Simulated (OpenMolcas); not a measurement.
An OpenMolcas run meant for Br³⁺ (ANO-RCC-VTZP, DKH2; inactive shells 1s 2s 2p 3s 3p 3d; intended active space 4 electrons in 4 orbitals (4s 4p)). One step of its input:

```
&RASSCF
FileOrb=start.orb
Symmetry=1
Spin=3
nElAct=4 0 0
Inactive=8 6
Ras2=1 3
CIRoot=6 6 1
SDav=6
CIMx=300
Iter=70 100
PrWF=0.3
OrbListing=Nothing
MaxOrb=0
Atom
CIOnly
>>> COPY $Project.JobIph JOB001
```

Lines from the output:

```
--- SEWARD ---
Basis set label: BR.ANO-RCC...6S5P3D1F.

      Electronic valence basis set:
      ------------------
      Associated Effective Charge  35.000000 au
      Associated Actual Charge     35.000000 au
      Nuclear Model: Point charge

      Shell  nPrim  nBasis  Cartesian Spherical Contaminant
         s      20       6        X
         p      17       5        X
         d      11       3                 X
         f       4       1                 X
                  Relativistic Douglas-Kroll-Hess integrals:
                    - DKH order of Hamiltonian: 2
                    - DKH order of Properties : 0
                  Atomic mean-field integrals
--- RASSCF ---

 Nr of active orbitals     NAC=   4
 Spin degeneracy         ISPIN=   3
 There can be no such wave function.
 ************************************************
--- Stop Module: rasscf at  /rc=_RC_INPUT_ERROR_ ---
.####################.
.# User input error #.
.####################.
```

Q: What is wrong with the input?

A: A keyword is misspelt. OpenMolcas reads the first four letters of a keyword, so the setting is refused or falls back to its default.
